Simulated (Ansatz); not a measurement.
Input for Ansatz (a program for electronic structure): R-revPBE/def2-TZVPPD on HI (SMILES I) with ghost functions. Elements past Kr take the def2 small-core potentials; no spin–orbit coupling. Files ending in .json are basis or fitting sets from the Basis Set Exchange.

Ansatz 0.2 input:
```yaml
crystal:
  periodic: [false, false, false]
  atoms:
    - {symbol: I, position_ang: [-0.13774925, 0.20986365, 3.41960823]}
    - {symbol: H, position_ang: [0.27299526, 0.73097605, 1.94363786]}
basis:
  gaussian:
    orbitals: def2-TZVPPD.json
    ghost_atoms:
      - {symbol: F, position_ang: [0.55177904, 0.61911929, -0.26114465]}
      - {symbol: H, position_ang: [0.28287210, -0.21341687, -0.56464964]}
hamiltonian:
  xc: {name: revPBE}
scf: {lower_state_search: off}
```

Program output:

```
WARN ansatz: RAYON_NUM_THREADS=2 ignored (pool sized by the plan → 2); use --threads N
Functional definition: revPBE
these checks for a lower state are left out or cut short: stability, starts, cluster_reference, orbital_swaps, neighbouring_geometries, increment
integrals: 0.04 GiB planned
717 factors; their error is unknown
mean field: 0.32 GiB planned
mean field evaluation 1: about -8118.3481 eV, gradient 7.5e0 eV
mean field evaluation 2: about -8118.2644 eV, gradient 1.2e1 eV
mean field evaluation 4: about -8118.5294 eV, gradient 6.4e-1 eV
mean field evaluation 8: about -8118.5184 eV, gradient 1.0e-2 eV
mean field -8118.51838721 eV, -298.3500478006 hartree, gradient 4.1e-6 eV, S^2 0.000000; 0 other end points of the search recorded, 0 dependent functions left out
reference -8118.51844356 eV, -298.3500498714 hartree; 13, 13 occupied and 120, 120 virtual orbitals, 717 factors
Total energy: -8118.51844356 eV, -298.3500498714 hartree
Checks for a lower state left out: stability, starts, cluster_reference, orbital_swaps, neighbouring_geometries, increment
```

The run converged.

Cost: around 0.9 core-seconds (rough).
